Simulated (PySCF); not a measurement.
# How the method changes the constants of BiB

State: ³Π (triplet), unpaired electrons σ ↑, π ↑. Set-up: PySCF, scalar-relativistic core potentials, basis sets Bi def2-SVP with ECP60, B def2-SVP. De refers to Bi + B in their high-spin ground configurations, without counterpoise correction. The functionals are run spin-unrestricted. A positive dipole means Bi(−)B(+). Levels whose curve was spin-contaminated or gave no clean fit are not listed.

```json
{"Level": "LDA", "Re (Å)": "2.136", "ωe (cm⁻¹)": "635", "De (eV)": "3.21", "μ (D)": "-1.33"}
{"Level": "PBE", "Re (Å)": "2.162", "ωe (cm⁻¹)": "608", "De (eV)": "2.55", "μ (D)": "-1.43"}
{"Level": "r²SCAN", "Re (Å)": "2.148", "ωe (cm⁻¹)": "629", "De (eV)": "2.23", "μ (D)": "-1.19"}
{"Level": "PBE0", "Re (Å)": "2.139", "ωe (cm⁻¹)": "635", "De (eV)": "2.16", "μ (D)": "-1.26"}
{"Level": "MN15", "Re (Å)": "2.139", "ωe (cm⁻¹)": "621", "De (eV)": "2.19", "μ (D)": "-0.89"}
{"Level": "M06-2X", "Re (Å)": "2.139", "ωe (cm⁻¹)": "611", "De (eV)": "1.51", "μ (D)": "-0.98"}
{"Level": "LC-ωPBE", "Re (Å)": "2.101", "ωe (cm⁻¹)": "672", "De (eV)": "1.67", "μ (D)": "-1.13"}
```

(1) What does a quarter of exact exchange do here, going from PBE to PBE0?

(2) What does the step from GGA to meta-GGA do here, going from PBE to r²SCAN?

(3) What does the gradient correction do here, going from LDA to PBE?

These are scalar-relativistic numbers at best; spin–orbit coupling would shift them, the dissociation energy most. Counting both spins, an empty level lies below a filled one in some of these solutions, because spin and occupation are held. The state was picked by a PBE0 search and need not be the measured ground state.

Answers

(1) PBE0 less PBE: -2.3 pm in Re, +4.4 % in ωe, -0.39 eV in De. Exact exchange removes part of the self-interaction that spreads semilocal densities, and in most molecules shortens and stiffens the bond and lowers De; so it does here.

(2) r²SCAN less PBE: -1.4 pm in Re, +3.5 % in ωe, -0.32 eV in De. 

(3) PBE less LDA: +2.6 pm in Re, -4.3 % in ωe, -0.66 eV in De. The gradient correction favours the more uneven density of free atoms, so it tends to lengthen bonds and takes away much of the overbinding of LDA; so it does here.
